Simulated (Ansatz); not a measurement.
Mulliken charges of Cl2FH3Si2 (`F[SiH2][SiH](Cl)Cl`) from PBE/def2-TZVPP in Ansatz (PBE0-D4/def2-TZVP geometry).

```
atom   x (Å)   y (Å)   z (Å)  charge (e)
  F1  -1.999   1.055   0.040      -0.272
 Si2  -0.454   1.059   0.457       0.427
 Si3   0.544  -0.915  -0.327       0.396
 Cl4   0.378  -0.995  -2.367      -0.190
 Cl5  -0.404  -2.530   0.504      -0.190
  H6  -0.363   1.131   1.937      -0.060
  H7   0.198   2.245  -0.154      -0.060
  H8   1.983  -1.017   0.010      -0.052
```

Q: By hand: the dipole of these point charges (1 e Å = 4.8032 D).

A: Σ q r = (0.477, 0.323, 0.301) e Å, of length 0.650 e Å = 3.12 D.

Q: How does the dipole of the full density compare? (Best estimate.)

A: Ansatz gave: (0.288, 0.186, 0.177) e Å, 1.85 D; the point charges give 1.69 times that, at 1° from its direction.

Point charges leave out the atoms' own dipoles, such as those of lone pairs, and Mulliken's split depends on the basis, so the two needn't agree.
